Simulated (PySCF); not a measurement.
SMILES [Bi]([CH2]C)([Br])[CH2]C, GFN2-xTB optimised geometry. Atoms within 1.6 Å of the plane z = 1.2 Å (x, y, z in Å): Bi1 (-0.82, -1.32, 0.00), Br2 (1.80, -1.32, 0.00), C3 (-0.87, 0.96, 0.00), C4 (-0.78, 1.53, 1.41), H7 (0.15, 1.23, 1.88), H8 (-1.61, 1.18, 2.03), H9 (-0.81, 2.62, 1.39).

Level of theory: PBE0/def2-TZVP, def2 effective core potentials past Kr (PySCF). The core electrons that the potentials of Bi replace are not part of the density. Cells within 0.4 Å of a nucleus heavier than hydrogen are left out (blank, or x).

Map of the electrostatic potential (hartree/e), clipped to [-0.08, 0.12] on the plane z = 1.2 Å:

```
|22222222233333222222222222222|
|22222222334443322222222222211|
|22222223346764322222222211111|
|22222223469997422222222111111|
|22222223499999532222211111111|
|22222223499999532222111111111|
|22222223599999742222111111111|
|22222234899999953222111111111|
|33333335999xx9984322111111111|
|33333346999xx9996322111111111|
|33333346999999996321111111111|
|33333345799999975321100000111|
|33333344579998643211000000011|
|33333444556776543210000000001|
|33334445567776543210000000001|
|33344456789999753211110000000|
|33344567999999974323332100000|
|33344568999999985445654210000|
|33344568999999996457985311000|
|33344568999999996458986311000|
|33334457999999985446764210000|
|33333445799999964333332100000|
|33333344568998643211110000000|
|33333333445665432110000000000|
|33333333334444322100000000000|
|33333333333333221100000000001|
|22222222222222221110000000001|
|22222222222222221111000000111|
|22222222222222221111100011111|
```
Scale: ten equal steps from -0.036 (start of '0') to 0.120 (end of '9'), in the order '0123456789'; x runs from -4.00 to 4.00, y from -4.00 (bottom) to 4.00 (top).
